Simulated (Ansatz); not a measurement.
**Worked example: vertical ionisation energy of CH4Se (SMILES C[SeH])**

CH4Se: 6 atoms, total charge 0, spin state singlet. As SMILES, `C[SeH]`. The coordinates come from a PBE0-D4/def2-TZVP relaxation.

Both states at this one shape; open shells run unrestricted unless said. 1 Eh = 27.2114 eV.

| level | program | singlet CH4Se (Eh) | doublet CH4Se+ (Eh) |
| --- | --- | --- | --- |
| PBE/def2-SVPD | Ansatz | -2441.317044 | -2440.989556 |
| PBE0/def2-SVPD | Ansatz | -2441.404260 | -2441.075007 |
| wB97M-V/def2-SVPD | Ansatz | -2441.570048 | -2441.239194 |
| BCCD(T)/def2-SVPD, 10 core orbitals frozen | Ansatz | -2440.151255 | -2439.826679 |

Question: Work out the vertical ionisation energy at each level.

Answer: 
1. PBE/def2-SVPD: -2440.989556 − (-2441.317044) = 0.327488 Eh = 8.91 eV.
2. PBE0/def2-SVPD: -2441.075007 − (-2441.404260) = 0.329253 Eh = 8.96 eV.
3. wB97M-V/def2-SVPD: -2441.239194 − (-2441.570048) = 0.330854 Eh = 9.00 eV.
4. BCCD(T)/def2-SVPD: -2439.826679 − (-2440.151255) = 0.324576 Eh = 8.83 eV.

No measured value is set beside it here; the levels span 8.83 to 9.00 eV. All-electron rows are non-relativistic unless named.
